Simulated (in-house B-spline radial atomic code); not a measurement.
Radial electron density of Si VI (Si5+), [He] 2s2 2p5. Method: scalar-relativistic (X2C) CAM-B3LYP, spin-polarised, spherical fractional occupations, exact exchange averaged over the configuration, Fermi nucleus of rms radius 3.1224 fm. Calculated with a B-spline radial code for spherical atoms.

Columns: r (bohr), 4πr²n(r) (electrons per bohr), bar.

```
 0.00418   0.3785 #
 0.00487   0.5002 #
 0.00568   0.6604 ##
 0.00662   0.8676 ##
 0.00771    1.134 ###
 0.00899    1.478 ####
  0.0105    1.921 #####
  0.0122     2.46 #######
  0.0142    3.134 #########
  0.0166    3.986 ###########
  0.0194    5.011 ##############
  0.0226    6.193 #################
  0.0263    7.536 #####################
  0.0306    9.019 #########################
  0.0357    10.62 ##############################
  0.0416    12.21 ##################################
  0.0485    13.68 ######################################
  0.0566    14.88 #########################################
   0.066    15.63 ############################################
  0.0769     15.8 ############################################
  0.0896    15.31 ###########################################
   0.104    14.26 ########################################
   0.122    12.68 ###################################
   0.142     11.1 ###############################
   0.165    9.825 ###########################
   0.193    9.187 ##########################
   0.225    9.423 ##########################
   0.262    10.39 #############################
   0.306    11.72 #################################
   0.356    12.76 ####################################
   0.415    13.01 ####################################
   0.484    12.12 ##################################
   0.564    10.19 ############################
   0.658    7.613 #####################
   0.767    4.996 ##############
   0.893    2.845 ########
    1.04    1.373 ####
    1.21   0.5542 ##
    1.42   0.1694 
    1.65  0.04373 
    1.92 0.008396
```

On this grid the curve has 2 maxima, near 0.0769, 0.415 bohr.

The 2p up radial function P(r) = rR(r), positive near the nucleus:

```csv
r (bohr),P
0.00418,0.001674
0.00568,0.003017
0.00771,0.005418
0.0105,0.009761
0.0142,0.01726
0.0194,0.03087
0.0263,0.05383
0.0357,0.09263
0.0485,0.1563
0.066,0.2571
0.0896,0.4059
0.122,0.6123
0.165,0.8599
0.225,1.122
0.306,1.314
0.415,1.346
0.564,1.166
0.767,0.8149
1.04,0.4341
1.42,0.1569
1.92,0.03609
```
